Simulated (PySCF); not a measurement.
Dipole response of Pd+ (palladium, charge +1)

[Kr] 4d9, 2D determinant. All numbers are calculated (PySCF 2.14, the spin-free X2C one-electron Hamiltonian (Gaussian nucleus), in aug-cc-pVTZ-DK (9s8p6d3f2g, 102 functions)). Coupled (time-dependent) response in atomic units; α is the mean over directions.

```csv
method,mean α (bohr³),"α xx, yy, zz",C₆ (like pair),S(−4)
PW91,11.89,"11.64, 11.64, 12.39",72.97,56.26
```

S(−4) is the Cauchy moment in α(ω) = α(0) + S(−4) ω² + …

Spin-orbit coupling is absent.

α(iu) at PW91:

```json
{"u (hartree)": "0", "α(iu) (bohr³)": "11.89"}
{"u (hartree)": "0.0500", "α(iu) (bohr³)": "11.75"}
{"u (hartree)": "0.100", "α(iu) (bohr³)": "11.37"}
{"u (hartree)": "0.200", "α(iu) (bohr³)": "10.21"}
{"u (hartree)": "0.300", "α(iu) (bohr³)": "8.981"}
{"u (hartree)": "0.500", "α(iu) (bohr³)": "7.050"}
{"u (hartree)": "0.750", "α(iu) (bohr³)": "5.435"}
{"u (hartree)": "1.00", "α(iu) (bohr³)": "4.313"}
{"u (hartree)": "1.50", "α(iu) (bohr³)": "2.878"}
{"u (hartree)": "2.00", "α(iu) (bohr³)": "2.042"}
{"u (hartree)": "3.00", "α(iu) (bohr³)": "1.169"}
{"u (hartree)": "5.00", "α(iu) (bohr³)": "0.5205"}
```

For an ion, C₆ is the dispersion term alone; charge-induced terms of lower order in 1/R come first.

The components differ because the open shell of this determinant is not spherical; for a pure term their mean is the scalar polarisability.
